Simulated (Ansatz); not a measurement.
`[CH3][GeH]([CH3])[SH]` + PH₃ → `[CH3][GeH]([CH3])[PH2]` + H₂S at 298.15 K and 1 bar (ligand exchange at a Ge–S bond).

Computed with Ansatz on PBE0-D4/def2-TZVP structures; ΔE is electronic, products minus reactants. CCSD(T)/CBS is the MP2 limit (def2-TZVPP, def2-QZVPP) plus CCSD(T) − MP2 in def2-TZVPP, frozen cores. This one scheme is used for every species. For Ge outer-core shells are correlated without core-valence functions, which leaves a few kJ/mol of doubt a bond. Scalar relativity is left out up to krypton. Each species was taken in one conformer, which may not be the lowest.

```tsv
species	CCSD(T)/CBS energy (Eh)	H − E (kJ/mol)	S (J/(mol·K))
`[CH3][GeH]([CH3])[SH]`	-2554.85122	261.3	367.1
PH₃	-342.72256	73.1	210.2
`[CH3][GeH]([CH3])[PH2]`	-2498.59076	284.0	372.5
H₂S	-398.97279	49.9	205.7
```

H − E and S are ideal-gas, rigid-rotor, harmonic terms from PBE0-D4/def2-TZVP, for one conformer and one mirror image of each species. 1 Eh = 2625.50 kJ/mol, R = 8.31446 J/(mol·K).

Q: By hand: ΔE, ΔH, ΔS and ΔG.

A: ΔE = (-2498.59076) + (-398.97279) − (-2554.85122) − (-342.72256) = 0.01023 Eh = 26.9 kJ/mol. Δ(H − E) = 284.0 + 49.9 − 261.3 − 73.1 = -0.5, so ΔH = 26.4 kJ/mol. ΔS = 372.5 + 205.7 − 367.1 − 210.2 = 0.9 J/(mol·K). ΔG = 26.4 − 298.15 × (0.9)/1000 = 26.1 kJ/mol.

Q: By hand: the equilibrium constant, and the temperature at which ΔG would vanish if ΔH and ΔS stayed fixed.

A: log₁₀ K = −ΔG/(RT ln 10) = -4.6. ΔG = 0 at ΔH/ΔS = 29333 K, far beyond where these terms or the molecules hold.

The number of gas molecules stays the same, so ΔS is small and ΔH decides. A doubt of 5 kJ/mol in ΔE shifts log₁₀ K by 0.9 here. Other conformers and mirror images would add mixing entropy, several J/(mol·K) or more a flexible species. These are equilibria of isolated gas molecules and say nothing of rates. Largest T1 diagnostic: 0.013 (customary marks: 0.02 for closed shells, 0.045 for open ones).
